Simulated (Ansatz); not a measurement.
Consider the redistribution: `C[S][Sn][OH]` + `[SiH3]OBS` → `C[S][Sn][O][SiH3]` + `OBS`.

Calculated with Ansatz (gas phase, PBE0-D4/def2-TZVP geometries, no zero-point term in ΔE). CCSD(T)/CBS adds triple-zeta CCSD(T) − MP2 to the extrapolated MP2 energy (def2 sets, frozen cores). Functionals use def2-TZVPP. HSE06 is defined as in plane-wave codes. def2 core potentials past Kr. For Sn outer-core shells are correlated without core-valence functions, which leaves a few kJ/mol of doubt a bond. Each species was taken in one conformer, which may not be the lowest.

| level | ΔE (kJ/mol) | difference from CCSD(T)/CBS |
| --- | --- | --- |
| LDA (SPW92) | -22.7 | 2.2 |
| revPBE-D4 | -22.6 | 2.3 |
| BLYP-D4 | -22.5 | 2.4 |
| HSE06-D4 | -25.8 | -0.9 |
| BLYP | -23.0 | 1.9 |
| BHLYP | -24.9 | 0.0 |
| CAM-B3LYP | -23.7 | 1.2 |
| MP2/def2-SVP | -40.5 | -15.6 |
| HF/def2-TZVPP | -26.5 | -1.6 |
| CCSD/CBS(def2) | -24.7 | 0.2 |
| CCSD(T)/CBS | -24.9 | 0 |

Largest T1 diagnostic among the species: 0.016.

Leaving LDA and LC-ωPBE aside and taking each functional with its dispersion term where it has one, the values, not all of them listed here, spread over 4.6 kJ/mol, from PBE-QIDH to BLYP-D4. At CCSD(T), def2-SVP lies −14.6 kJ/mol from the extrapolated value and def2-TZVPP −1.8 kJ/mol.
